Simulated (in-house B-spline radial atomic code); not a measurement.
**Ionising the antimony ion Sb⁺ with different functionals**

Computed with a radial B-spline atomic code at the basis-set limit: scalar-relativistic (spin-free X2C) Hamiltonian, Fermi nucleus of rms radius 4.6802 fm, spin-polarised at highest spin, spherical fractional occupations for the functionals, and exact exchange of hybrids averaged over the configuration. The ionisation energy is the difference of two self-consistent energies, [Kr] 4d10 5s2 5p2 → [Kr] 4d10 5s2 5p1, without Breit or QED terms; ε is the level of the shell that loses the electron (its least bound occupied spin orbital). There is no spin-orbit coupling in this Hamiltonian.

```csv
method,rung,ΔSCF (eV),-ε(5p) (eV)
PBE0,global hybrid,16.58,13.73
B3LYP,global hybrid,16.54,13.42
TPSSh,global hybrid,16.56,13.12
BHandHLYP,global hybrid,?,?
r2SCAN0,global hybrid,16.76,13.96
B97-1,global hybrid,16.37,13.37
HSE06,range-separated hybrid,16.56,13.30
wB97X,range-separated hybrid,?,?
CAM-B3LYP,range-separated hybrid,16.56,14.94
LC-wPBE,range-separated hybrid,16.67,16.41
```

Question: What does wB97X give?

Answer: ΔSCF 16.30 eV, and -ε(5p) = 15.78 eV.

Question: What does BHandHLYP give?

Answer: ΔSCF 16.43 eV, and -ε(5p) = 14.57 eV.

Question: Among the functionals, which spreads more, the ΔSCF values or the orbital energies?

Answer: The orbital energies: ΔSCF values span about 0.46 eV and the orbital energies 3.29 eV; here energy differences depend much less on the functional than eigenvalues do.

Question: How do they compare with the NIST value?

Answer: NIST lists 16.63 eV ± 0.025 (measured, ground level to ground level). Errors run from -0.32 to +0.14 eV; LC-wPBE is closest (+0.04 eV), though others lie within the uncertainty of it, and part of that can be cancellation, since the calculations leave out spin-orbit coupling, Breit-QED terms, multiplet and fine-structure energies.
